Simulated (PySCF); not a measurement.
# Structure from NMR data

An unknown has the formula C$_{4}$H$_{6}$F$_{3}$O$_{2}$P. Its calculated NMR data are:

¹H NMR (500 MHz, computed): δ 2.77 (br s, 1H), 1.19 (m, 1H), 1.00 (m, 1H), 0.92 (m, 1H), 0.92 (m, 1H), 0.90 (m, 1H).

¹³C{¹H} NMR (computed): δ 130.4 (C), 9.9 (CH), 5.1 (CH2), 3.1 (CH2).

No solvent, averaged over atoms made equivalent by symmetry, fast rotation or ring inversion, relativity neglected, a single conformation. Coordinates at the GFN2-xTB level; σ from GIAO-PBE0/pcSseg-1; PySCF 2.14.

Scale: TMS for ¹H (31.72 ppm), ¹³C (186.93 ppm) (reference shieldings calculated alike).

Q: What is the structure?

A: 
- 4 carbon signals for 4 carbons: no two carbons are equivalent.
- Carbon types of the structure: 1 × C, 1 × CH, 2 × CH2, leaving 1 H on heteroatoms.
- δC 130.4: CF3 carbon; 3 electronegative neighbours deshield it.
- δC 9.9, 5.1, 3.1: three-membered-ring carbon; carbons of three-membered rings are unusually shielded.
- δH 2.77: hydrogen on an oxygen bonded to P; exchangeable; this is the value without hydrogen bonding to other molecules.
- δH 1.19, 1.00, 0.92, 0.92, 0.90: hydrogen on a three-membered-ring carbon; cyclopropane-type protons are shielded by the ring.

These data were computed for `O=[P@@](O)(C1CC1)C(F)(F)F`.

This is the structure that produced the data.

Exchangeable OH/NH protons stand at their gas-phase positions; hydrogen bonding in a real sample shifts them, mostly to higher δ. Splittings by ¹⁹F and ³¹P in the carbon and heteronuclear signals aren't shown, as no couplings were computed. Shifts are as computed. Against solution values, carbons near 30 ppm lie about +3 ppm off and those near 130 ppm about +5 ppm. Of 1211 compounds with measured shifts, 218 miss one by over three times the rms of a fit or turn the order of signals round; such compounds aren't used in these exercises. No couplings were computed; multiplicities are counted from neighbouring protons, with m where these are inequivalent, close in shift, in a saturated or five-membered ring or joined by F or P, and br s for small geminal =CH2 splittings.
